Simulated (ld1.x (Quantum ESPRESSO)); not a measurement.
# Configuration tests for Ga (Z = 31) (TM)

| Quantity | Value |
| --- | --- |
| Element | Ga (Z = 31) |
| Generator | ld1.x (Quantum ESPRESSO) 7.5 |
| Type | norm-conserving Troullier–Martins (Kleinman–Bylander form) |
| Functional | LDA (PZ) |
| Relativity | scalar-relativistic |
| Frozen core | [Ne] |
| Valence charge | 21 |
| Reference configuration | 3s2 3p6 3d10 4s1.5 4p1.5 |
| Partial waves | 3s (bound): rc 1.00 bohr; 3d (bound): rc 1.06 bohr; 3p (bound): rc 0.60 bohr |
| Local potential | the p channel |
| Core correction | Bessel-smoothed model core inside 0.60 bohr |

Occupied shells without a wave of their own: 4p, 4s. They enter only through the test configuration that unscreens the potential, and ld1.x also counts them in the model core charge.

Energies are relative to the spin-unpolarised reference configuration 3s2 3p6 3d10 4s1.5 4p1.5; without spin polarisation the order of configurations can differ from experiment. Spin-polarised rows fill each open shell by Hund’s rule, majority spin first.

ld1.x takes every shell without a wave as core, so the model core holds the 4p, 4s electrons as well and exchange and correlation see them twice. This cancels in the reference configuration, but the file is broken for other ones, and its errors say nothing about a proper core correction.

```tsv
valence configuration	charge	ΔE all-electron (eV)	error AE − PS (meV)
3s2 3p6 3d10 4s2 4p1	0	-3.263	+234
3s2 3p6 3d10 4s2 4p0	+1	2.625	+42
3s2 3p6 3d10 4s1 4p0	+2	24.128	-1017
3s2 3p6 3d10 4s0 4p0	+3	55.728	-2833
3s2 3p6 3d10 4s1 4p1	+1	10.075	-426
3s2 3p6 3d9 4s2 4p2	0	17.139	+354
3s2 3p6 3d9 4s2 4p1	+1	24.703	+317
3s2 3p6 3d10 4s1.5 4p1.5 (spin-polarised)	0	-0.575	-172
3s2 3p6 3d10 4s2 4p1 (spin-polarised)	0	-3.397	+193
```

The potential misses its own reference levels by up to 0.5 eV.
